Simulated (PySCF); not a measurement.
Te: excitation energy

Te [Kr] 4d10 5s2 5p4 (3P) → Te [Kr] 4d10 5s1 5p4 6s1 (5P), as a difference of total energies. All numbers are calculated (PySCF 2.14, the spin-free X2C one-electron Hamiltonian (Gaussian nucleus), in aug-cc-pwCVTZ-DK3 with one added diffuse shell each of s, p, d, f type (11s10p8d5f1g, 125 functions)). The calculations carry no spin-orbit coupling.

| method | excitation energy (eV) |
| --- | --- |
| UHF | 13.769 |
| PBEsol | 14.760 |
| CAM-B3LYP | 15.148 |
| wB97M-V | 14.899 |

The upper state lies above the first ionisation limit, where it may autoionise and the basis confines it. A Rydberg-like electron needs more diffuse functions than a valence basis has.

The promoted electron is Rydberg-like, and one or two diffuse shells describe it only roughly, which tends to raise the upper state.
